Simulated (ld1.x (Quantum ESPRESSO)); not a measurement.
B (Z = 5): one change to an RRKJ potential, before and after

| Property | Result |
| --- | --- |
| Element | B |
| Generator | ld1.x (Quantum ESPRESSO) 7.5 |
| Type | norm-conserving RRKJ (Kleinman–Bylander form) |
| Functional | PBE |
| Relativity | scalar-relativistic |
| Frozen core | [He] |
| Valence charge | 3 |
| Reference configuration | 2s2 2p1 |
| Partial waves | 2s (bound): rc 1.60 bohr; 2p (bound): rc 3.35 bohr; 3d channel at 0.1 Ry: rc 2.65 bohr |
| Local potential | all-electron potential smoothed inside 1.40 bohr (lloc = -1) |
| Core correction | Bessel-smoothed model core, default radius (core density twice the valence density) |
| rho0 | 0.02 |

Change: all radii but the core radius scaled by about 0.94 (s 1.50, p 3.16, d 2.50 bohr); local potential all-electron potential smoothed inside 1.32 bohr (lloc = -1).

Cutoffs: the cutoffs (Ry, on a coarse ladder) from which the occupation-weighted sum of valence levels, in a spherical-Bessel basis at the reference potential, stays within 10 and 1 mRy of its value at 400 Ry; they do not see the model core or the augmentation charge, which bear on the density cutoff. Errors are all-electron minus pseudo energies relative to the spin-unpolarised reference configuration.

How do hardness, ghosts and transferability respond?

The potential gets harder (21 Ry and 40 Ry → 21 Ry and 50 Ry); of the 7 tests that both files solve, the error grows in 0 and shrinks in 7 by more than 15 % and 0.3 meV (median size 88.4 → 67.9 meV); neither file shows a bound ghost. A smaller radius makes the pseudo-wave follow the all-electron one further in, where it bends more sharply, so more plane waves are needed. Less of the atom is replaced, so other configurations are described better.

```csv
quantity,base,changed
"cutoff, loose",21 Ry,21 Ry
"cutoff, tight",40 Ry,50 Ry
loose cutoff by channel (10 mRy a level),"s 18 Ry, p 8 Ry","s 18 Ry, p 10 Ry"
bound ghosts,none,none
"error for 2s2 2p0, meV [ΔE 8.22 eV]",+171,+127
"error for 2s1 2p0, meV [ΔE 33.64 eV]",+499,+385
"error for 2s2 2p0.5, meV [ΔE 2.89 eV]",+25,+18
"error for 2s1 2p2, meV [ΔE 5.85 eV]",-36,-27
"error for 2s2 2p1.3, meV [ΔE -0.74 eV]",+2.5,+1.6
"error for 2s1 2p1, meV [ΔE 14.36 eV]",-88,-68
"error for 2s0 2p3, meV [ΔE 11.72 eV]",-143,-107
```
